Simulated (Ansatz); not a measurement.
System: C3H5Cl2 (charge 0, doublet). It need not be the lowest isomer of its formula. 
Coordinates optimised at B3LYP-D3(BJ)/def2-TZVP (Ansatz, a quantum-chemistry and plane-wave program):
```xyz
10

C      0.0280    -0.3609    -1.1925
C     -1.1839    -0.4225    -0.3418
Cl    -1.9499     1.0417     0.1192
C      1.2603     0.2291    -0.5070
Cl     1.8078    -0.7941     0.8754
H      0.2616    -1.3681    -1.5439
H     -0.1688     0.2597    -2.0750
H     -1.4516    -1.2807     0.2533
H      2.0982     0.2922    -1.1970
H      1.0490     1.2138    -0.0981
```
Charge 0, spin multiplicity 2.

Basis-set convergence of Hartree-Fock and CCSD(T) correlation energies (hartree) with Ansatz. Correlated levels leave the core frozen unless marked. UHF or UKS for open shells. Spin-orbit coupling is left out. Non-relativistic.

```tsv
basis	functions	E(HF)	E(corr, CCSD(T))
cc-pV(D+d)Z	113	-1035.49431	-0.75753
cc-pV(T+d)Z	238	?	?
```

Problem. Fill in the missing entries.

Solution. 
- cc-pV(T+d)Z, E(HF): -1035.55697
- cc-pV(T+d)Z, E(corr, CCSD(T)): -0.96483
